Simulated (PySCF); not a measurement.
Computed NMR parameters against published values

Molfile (atoms numbered from 1):
```
C9H10O2
     RDKit          3D

 21 21  0  0  0  0  0  0  0  0999 V2000
    4.0589    0.1908    0.8443 C   0  0  0  0  0  0  0  0  0  0  0  0
    2.6483    0.2957    0.8408 O   0  0  0  0  0  0  0  0  0  0  0  0
    2.0203   -0.3383   -0.1583 C   0  0  0  0  0  0  0  0  0  0  0  0
    2.6055   -0.9641   -1.0074 O   0  0  0  0  0  0  0  0  0  0  0  0
    0.5458   -0.1813   -0.0928 C   0  0  0  0  0  0  0  0  0  0  0  0
   -0.2284   -0.8278   -1.0613 C   0  0  0  0  0  0  0  0  0  0  0  0
   -1.6122   -0.7106   -1.0421 C   0  0  0  0  0  0  0  0  0  0  0  0
   -2.2583    0.0557   -0.0624 C   0  0  0  0  0  0  0  0  0  0  0  0
   -3.7502    0.2102   -0.0668 C   0  0  0  0  0  0  0  0  0  0  0  0
   -1.4717    0.6958    0.9043 C   0  0  0  0  0  0  0  0  0  0  0  0
   -0.0861    0.5819    0.8943 C   0  0  0  0  0  0  0  0  0  0  0  0
    4.4875    0.6273   -0.0704 H   0  0  0  0  0  0  0  0  0  0  0  0
    4.3745   -0.8615    0.9020 H   0  0  0  0  0  0  0  0  0  0  0  0
    4.4078    0.7411    1.7260 H   0  0  0  0  0  0  0  0  0  0  0  0
    0.2818   -1.4227   -1.8218 H   0  0  0  0  0  0  0  0  0  0  0  0
   -2.2086   -1.2246   -1.8008 H   0  0  0  0  0  0  0  0  0  0  0  0
   -4.2465   -0.6724   -0.4951 H   0  0  0  0  0  0  0  0  0  0  0  0
   -4.1432    0.3705    0.9475 H   0  0  0  0  0  0  0  0  0  0  0  0
   -4.0491    1.0807   -0.6749 H   0  0  0  0  0  0  0  0  0  0  0  0
   -1.9575    1.2932    1.6807 H   0  0  0  0  0  0  0  0  0  0  0  0
    0.5185    1.0820    1.6522 H   0  0  0  0  0  0  0  0  0  0  0  0
  1  2  1  0
  2  3  1  0
  3  4  2  0
  3  5  1  0
  5  6  1  0
  6  7  2  0
  7  8  1  0
  8  9  1  0
  8 10  2  0
 10 11  1  0
 11  5  2  0
  1 12  1  0
  1 13  1  0
  1 14  1  0
  6 15  1  0
  7 16  1  0
  9 17  1  0
  9 18  1  0
  9 19  1  0
 10 20  1  0
 11 21  1  0
M  END
```

Measured values that the calculation should reproduce: δ 17O O4 334.3; O2 125.0 ppm (measured; solution, CD3CN, 313 K; ARKIVOC 2009 (viii) 212).

- GIAO PBE0/pcSseg-1 shieldings
- PBE0-D3(BJ)/def2-SVP geometry
- run in PySCF 2.14
- single conformer, non-relativistic, in vacuum, fast rotation and ring inversion assumed for equivalent nuclei

**Question.** How close does the calculation come?

**Answer.** 
Reference values: measured (solution, CD3CN, 313 K; ARKIVOC 2009 (viii) 212).
```json
{"atoms": "O4", "quantity": "δ 17O vs H2O (external)", "reference": "334.3", "computed": "–", "computed, scaled": "330.8"}
{"atoms": "O2", "quantity": "δ 17O vs H2O (external)", "reference": "125.0", "computed": "–", "computed, scaled": "121.2"}
```

Computed shifts are σ(ref) − σ with the named reference compound (TMS for H and C) calculated as an isolated molecule at the same level. The measured values may be among those fitted. Shieldings were converted by a linear fit to measured shifts: 17O (scatter 13.5 ppm rms, 14.3 ppm with the 1 outlier that the fit left out vs liquid water, solution or neat liquid). A few per cent of atoms miss by over 2 rms, more outside the fitted compound classes.
